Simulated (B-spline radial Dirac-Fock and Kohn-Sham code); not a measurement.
Model: configuration-average Dirac-Fock orbitals. Program: a radial atomic solver.

Q: This computed X-ray form factor belongs to an atom or ion in its tabulated ground configuration. Which?

```tsv
sin θ/λ (Å⁻¹)	f₀
0.25	8.968
0.35	8.938
0.4	8.919
0.45	8.898
1	8.511
1.1	8.412
1.2	8.307
1.6	7.818
2	7.248
```

A: Nd⁵¹⁺, with 9 electrons in [He] 2s2 2p5. f₀ tends to the number of electrons as s goes to zero, which the first rows give only roughly, and the rate of fall reflects the nuclear charge, 60.

Q: This computed X-ray form factor belongs to an atom or ion in its tabulated ground configuration. Which?

```csv
sin θ/λ (Å⁻¹),f₀
0.05,7.986
0.1,7.945
0.15,7.878
0.3,7.526
0.5,6.779
1.4,2.962
2,1.824
3,1.244
5,0.724
```

A: Ca¹²⁺, with 8 electrons in [He] 2s2 2p4. f₀ tends to the number of electrons as s goes to zero, which the first rows give only roughly, and the rate of fall reflects the nuclear charge, 20.

Q: This computed X-ray form factor belongs to an atom or ion in its tabulated ground configuration. Which?

| sin θ/λ (Å⁻¹) | f₀ |
| --- | --- |
| 0.2 | 20.261 |
| 0.25 | 19.382 |
| 0.4 | 16.242 |
| 0.45 | 15.153 |
| 0.6 | 12.150 |
| 0.9 | 8.235 |
| 1.1 | 6.931 |
| 2.5 | 2.956 |
| 6 | 0.963 |

A: Zn⁸⁺, with 22 electrons in [Ar] 3d4. f₀ tends to the number of electrons as s goes to zero, which the first rows give only roughly, and the rate of fall reflects the nuclear charge, 30.

Q: This computed X-ray form factor belongs to an atom or ion in its tabulated ground configuration. Which?

```csv
sin θ/λ (Å⁻¹),f₀
0.05,15.969
0.1,15.875
0.25,15.248
0.8,10.617
1,9.049
1.4,6.933
2,5.229
3,3.144
4,1.907
```

A: Kr²⁰⁺, with 16 electrons in [Ne] 3s2 3p4. f₀ tends to the number of electrons as s goes to zero, which the first rows give only roughly, and the rate of fall reflects the nuclear charge, 36.
